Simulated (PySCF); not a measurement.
First SCF of a structure search on quintet CoO2F, at a hand-made trigonal pyramidal geometry. PySCF input:

```python
from pyscf import gto, scf, dft
mol = gto.M(atom='''
Co     0.000000     0.000000     0.000000
O     -0.706400     1.223400     0.751200
O     -0.706400    -1.223400     0.751200
F      1.545200     0.000000     0.821600''',
    basis={'Co': 'def2-TZVP', 'O': 'def2-TZVP', 'F': 'def2-TZVP'},
    charge=0, spin=4)
mf = dft.UKS(mol, xc='PBE0')
mf.grids.atom_grid = (50, 194)
aux = {'Co': 'def2-universal-JKFIT', 'O': 'def2-universal-JKFIT', 'F': 'def2-universal-JKFIT'}
mf = mf.density_fit(auxbasis=aux)
mf.conv_tol = 1e-08
mf.diis_space = 10
mf.max_cycle = 60
mf.init_guess = 'minao'
mf.verbose = 4
mf.kernel()
```

Excerpt of the output (cycles alone):

```
init E= -1631.61687738626
cycle= 1 E= -1616.29828390095  delta_E= 15.3  |g|= 5.72  |ddm|= 8.62
cycle= 2 E= -1550.43292138739  delta_E= 65.9  |g|= 16.1  |ddm|=   17
cycle= 3 E= -1605.3504650256  delta_E= -54.9  |g|= 10.3  |ddm|= 9.19
cycle= 4 E= -1610.8123664563  delta_E= -5.46  |g|= 8.35  |ddm|= 4.54
cycle= 5 E= -1614.3705035719  delta_E= -3.56  |g|= 7.79  |ddm|= 3.73
cycle= 6 E= -1624.27478507243  delta_E= -9.9  |g|= 5.68  |ddm|= 5.66
cycle= 7 E= -1624.53829416707  delta_E= -0.264  |g|=  5.2  |ddm|= 1.62
cycle= 8 E= -1627.48709601629  delta_E= -2.95  |g|= 4.34  |ddm|= 1.49
cycle= 9 E= -1630.01653266279  delta_E= -2.53  |g|= 3.25  |ddm|= 0.843
cycle= 10 E= -1629.82181802182  delta_E= 0.195  |g|= 3.21  |ddm|= 0.385
cycle= 11 E= -1629.98652405049  delta_E= -0.165  |g|= 3.24  |ddm|= 0.272
cycle= 12 E= -1623.09849618509  delta_E= 6.89  |g|= 5.31  |ddm|=    4
cycle= 13 E= -1631.29942944194  delta_E= -8.2  |g|= 2.24  |ddm|= 3.87
... 10 lines left out ...
cycle= 24 E= -1632.52425428223  delta_E= -0.000179  |g|= 0.00163  |ddm|= 0.0537
cycle= 25 E= -1632.52426768319  delta_E= -1.34e-05  |g|= 0.00179  |ddm|= 0.0112
cycle= 26 E= -1632.52427117842  delta_E= -3.5e-06  |g|= 0.000758  |ddm|= 0.004
cycle= 27 E= -1632.52427273374  delta_E= -1.56e-06  |g|= 0.000266  |ddm|= 0.00472
cycle= 28 E= -1632.52427296676  delta_E= -2.33e-07  |g|= 0.000297  |ddm|= 0.0016
cycle= 29 E= -1632.5242730548  delta_E= -8.8e-08  |g|= 0.000175  |ddm|= 0.000675
cycle= 30 E= -1632.52427310136  delta_E= -4.66e-08  |g|= 4.64e-05  |ddm|= 0.000454
cycle= 31 E= -1632.52427311026  delta_E= -8.9e-09  |g|= 3.15e-05  |ddm|= 0.000275
Extra cycle  E= -1632.52427310986  delta_E= 3.96e-10  |g|= 0.000103  |ddm|= 7e-05
converged SCF energy = -1632.52427310986  <S^2> = 6.0322612  2S+1 = 5.0128879
```

This is not the lowest solution: another start and a stability analysis within the same unrestricted form found one 23.7 kJ/mol lower, at -1632.53331 Eh.

Open d and f shells are described by one determinant, and the ground state may have another occupation or spin.

The search for the lowest solution, 3 starts and the stability check together, took 34 s on 4 threads of a shared Arm Neoverse V1 host, with 138 basis functions; the process peaked at 0.7 GiB. Launch command: `OMP_NUM_THREADS=4 python axn.py task.json out`.
